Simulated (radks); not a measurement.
Q: Radial electron density D(r) = 4 pi r^2 rho(r) of an atom or ion with 13 electrons. Method: non-relativistic Kohn-Sham, TPSS, spin-polarised, spherical densities, point nucleus; meta-GGA in the generalised Kohn-Sham scheme; computed with a radial shooting solver on a logarithmic mesh with Libxc functionals.

```
   r/bohr * D(r) (the largest magnitude, 22.5, reaches the edge; | marks zero)
 0.005305 |  *
 0.005934 |   *
  0.00669 |    *
 0.007483 |     *
  0.00837 |      *
 0.009437 |        *
  0.01056 |         *
   0.0119 |            *
  0.01331 |              *
  0.01501 |                 *
  0.01679 |                    *
  0.01893 |                        *
  0.02117 |                           *
  0.02368 |                               *
   0.0267 |                                   *
  0.02986 |                                       *
  0.03367 |                                            *
  0.03766 |                                               *
  0.04246 |                                                  *
   0.0475 |                                                    *
  0.05355 |                                                     *
   0.0599 |                                                     *
    0.067 |                                                    *
  0.07554 |                                                 *
  0.08449 |                                              *
  0.09526 |                                           *
   0.1066 |                                       *
   0.1201 |                                     *
   0.1344 |                                     *
   0.1515 |                                      *
   0.1695 |                                        *
   0.1895 |                                            *
   0.2137 |                                                 *
    0.239 |                                                    *
   0.2695 |                                                      *
   0.3015 |                                                     *
   0.3399 |                                                 *
   0.3802 |                                           *
   0.4286 |                                   *
   0.4794 |                          *
   0.5363 |                   *
   0.6046 |             *
   0.6763 |          *
   0.7625 |        *
   0.8529 |        *
   0.9616 |        *
    1.076 |       *
    1.213 |      *
    1.356 |     *
    1.517 |   *
    1.711 | *
    1.913 |*
    2.157 *
    2.413 *
    2.721 *
    3.043 *
    3.431 *
    3.838 *
```

What is the nuclear charge?

A: Z = 19. The innermost maximum, from 1s, lies near 1/Z = 0.0526 bohr (found: 0.0557), and its height grows with Z. The density is that of the potassium ion K6+ in [Ne] 3s2 3p1; the configuration itself is not fixed sharply by these data, and Z only to about a unit. D(r) has 2 maxima, at r = 0.0557, 0.274 bohr, and minima at 0.133 bohr, inside which lie 2.17 electrons.
